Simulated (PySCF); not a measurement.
**MBr cations for M along the fourth-period p block**

MP2 with triple-zeta basis sets in PySCF, for the lowest determinant that a PBE0 search found; no spin–orbit coupling. De refers to high-spin ground-configuration atoms (the charge goes to the atom of lower measured ionisation energy or higher electron affinity, which is not always the lowest computed limit).

```json
{"M": "Ga", "basis": "def2-TZVPPD", "reference, frozen orbitals": "UHF, 18", "charged atom": "Ga+", "state (unpaired electrons)": "doublet (σ ↑)", "Re (Å)": "2.209", "ωe (cm⁻¹)": "343", "De (eV)": "0.99"}
{"M": "Ge", "basis": "def2-TZVPPD", "reference, frozen orbitals": "RHF, 18", "charged atom": "Ge+", "state (unpaired electrons)": "singlet (closed shell)", "Re (Å)": "2.192", "ωe (cm⁻¹)": "386", "De (eV)": "4.36"}
{"M": "As", "basis": "def2-TZVPPD", "reference, frozen orbitals": "UHF, 18", "charged atom": "As+", "state (unpaired electrons)": "doublet (π ↑)", "Re (Å)": "2.168", "ωe (cm⁻¹)": "407", "De (eV)": "3.72"}
{"M": "Br", "basis": "def2-TZVPPD", "reference, frozen orbitals": "UHF, 18", "charged atom": "Br+", "state (unpaired electrons)": "doublet (π ↑)", "Re (Å)": "2.192", "ωe (cm⁻¹)": "378", "De (eV)": "3.32"}
```

The shortest bond is that of AsBr⁺ (2.168 Å), the longest that of GaBr⁺ (2.209 Å). GeBr⁺ is bound most strongly (4.36 eV) and GaBr⁺ least (0.99 eV).

The state changes along the series, so neighbouring rows are not always alike in their bonding.

Correlated steps freeze 18 core orbitals. Spin–orbit coupling is left out. For an ion De counts to the pair picked by the measured ionisation energies or electron affinities, which need not be the lowest pair at this level. Where the molecule has an RHF reference, its open-shell atoms are computed with UHF. States were picked by a PBE0 search and need not be the measured ground states.
